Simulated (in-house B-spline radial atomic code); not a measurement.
The numbers below are computed, except where a source is named.
**Ru in an electron gas of r_s = 3: phase shifts, screening, friction and resistivity**

A nucleus sits in a uniform electron gas with a rigid positive background. The Kohn-Sham equations are solved self-consistently in the spin-unpolarised LDA (PW92), non-relativistic, on B-splines with outgoing waves at the boundary and partial waves to l = 8. The model has no lattice, no bands and no magnetic solution. Atomic units; δ_l are the phase shifts at the Fermi level, counted so that each bound state adds π, and good to about 0.0005. A narrow, partly filled d or f resonance in a thin gas would split by spin, so such rows rest on a solution that is probably unstable.

The density parameter is r_s = 3 bohr, near that of the valence electrons of Ag (1 per atom, density 10.5 g/cm³, mass 107.87 u, which gives r_s = 3.02).

```csv
l,δ_l (rad)
0,12.4108
1,9.3802
2,5.7369
3,-0.0165
4,-0.0010
5,-0.0004
6,-0.0002
7,-0.0003
8,-0.0002
```

Bound levels below the band bottom (hartree): s -18.94, p -15.72, d -9.768, s -2.211, p -1.254 and deeper ones.

**Question.** Check the Friedel sum rule, and say where the screening charge sits.

**Answer.** k_F = (9π/4)^(1/3)/r_s = 0.63972. The rule is Z = (2/π) Σ (2l + 1) δ_l. The terms are s 7.901, p 17.915, d 18.261, f -0.074 and -0.015 beyond, in all 43.988 against Z = 44. Bound states hold 8 s, 18 p, 10 d electrons, so the scattering states carry 7.99 in all; where a term is smaller than its bound count, the bound level has drawn weight out of the band.

**Question.** Find the transport cross section and the electronic stopping of a 5 keV Ru ion (mass 101.07 u).

**Answer.** σ_tr = (4π/k_F²) Σ (l + 1) sin²(δ_l − δ_(l+1)). The terms for l = 0 to 3 are 0.0123, 0.4626, 0.7661, 0.0010, all together 1.2419, so σ_tr = 30.707 × 1.2419 = 38.136 bohr². With n = 3/(4π r_s³) = 0.008842, the friction coefficient is Q = n k_F σ_tr = 0.2157. For v well below v_F = 0.640, dE/dx = Q v; with 24801 eV per u at v = 1, v = √(5000/(24801 × 101.07)) = 0.0447, so dE/dx = 0.00963 hartree/bohr = 4.95 eV/nm. The largest term couples the d and f waves.

**Question.** What residual resistivity would 1 atomic per cent of such centres give in Ag?

**Answer.** Δρ = k_F n_i σ_tr/n in atomic units of 21.74 μΩ·cm. With one host atom per 1 electron, n_i/n = 0.01/1, so Δρ = 0.6397 × 0.01000 × 38.136 × 21.74 = 5.30 μΩ·cm. This is an atom added to the gas, as on an interstitial site.

**Question.** On a substitutional site the background of one host ion, a sphere holding 1 charge, is taken out. The phase shifts for l = 0 to 4 become 12.2288, 9.2524, 5.5517, -0.0259, -0.0024. What follows?

**Answer.** The Friedel sum is now 42.99, for Z − 1 = 43. The sum in σ_tr is 1.8536, so σ_tr = 56.92 bohr² and Δρ = 7.92 μΩ·cm per atomic per cent, 1.49 times the value above. A real host ion scatters too, so this model doesn't give zero even for the host's own atom.
